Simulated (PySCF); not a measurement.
Compound: Sn(OEt)Me3, C₅H₁₄OSn.
SMILES: `CC[O][Sn]([CH3])([CH3])[CH3]`

Computed with TDDFT B3LYP/def2-SVPD, vertical, gas phase, core orbitals frozen in the response, def2 core potentials past Kr (PySCF 2.14.0, density-fitted response routines). The structure is a single PBE0-D3(BJ)/def2-SVP conformer in the gas phase; no vibrational or solvent corrections. Spin–orbit coupling is left out.

Computed singlets:

| state | E (eV) | f |
| --- | --- | --- |
| S1 | 5.66 | 0.021 |
| S2 | 6.24 | 0.0011 |
| S3 | 6.31 | 0.036 |
| S4 | 6.65 | 0.0010 |
| S5 | 6.68 | 0.0027 |
| S6 | 6.87 | 0.0037 |
| S7 | 6.88 | 0.122 |
| S8 | 6.96 | 0.111 |
| S9 | 7.04 | 0.067 |
| S10 | 7.29 | 0.0003 |

Question: How much of the mean static polarisability do these states give, one by one?

Answer: Each state adds f / ΔE² (ΔE in hartree, 27.2114 eV).

```csv
state,f/ΔE² (au),running sum (au),running share of α (%)
S1,0.49,0.49,0.4
S2,0.02,0.51,0.5
S3,0.67,1.17,1.1
S4,0.02,1.19,1.1
S5,0.04,1.23,1.1
S6,0.06,1.29,1.2
S7,1.90,3.19,2.9
S8,1.69,4.88,4.5
S9,1.00,5.88,5.4
S10,0.00,5.89,5.4
```

The full response gives 108.97 au (16.15 Å³), so 103.1 au comes from the higher roots of the same equations.

Question: By how much does the contribution of these states grow at 632.8 nm?

Answer: With ω = 0.0720 hartree each state's term in the mean polarisability goes from f / ΔE² to f / (ΔE² − ω²); the sum over all 10 states goes from 5.89 to 6.43 au, a rise of 0.55 au.

The largest single term belongs to S7, which also has the largest f.
